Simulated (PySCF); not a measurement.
**NiC at PBE0**

Computed with PBE0; PySCF, no relativity, basis sets Ni def2-TZVPP, C def2-TZVPP.

```json
{
  "state": "¹Σ⁺ (singlet), closed shell, a second solution, started from another occupation",
  "bond length": "1.601 Å",
  "harmonic wavenumber": "946 cm⁻¹",
  "force constant": "5.24 mdyn/Å",
  "rotational constant Be": "0.6615 cm⁻¹",
  "anharmonicity ωexe": "4.52 cm⁻¹",
  "vibration–rotation constant αe": "0.00461 cm⁻¹",
  "HOMO–LUMO gap": "2.92 eV",
  "bond order (Mayer)": "2.57",
  "dipole moment (positive dipole means Ni(−)C(+))": "-2.36 D"
}
```

De is left out where the level can put another filling of the metal’s s and d shells below the measured ground configuration, by anything from nothing to about 1 eV.
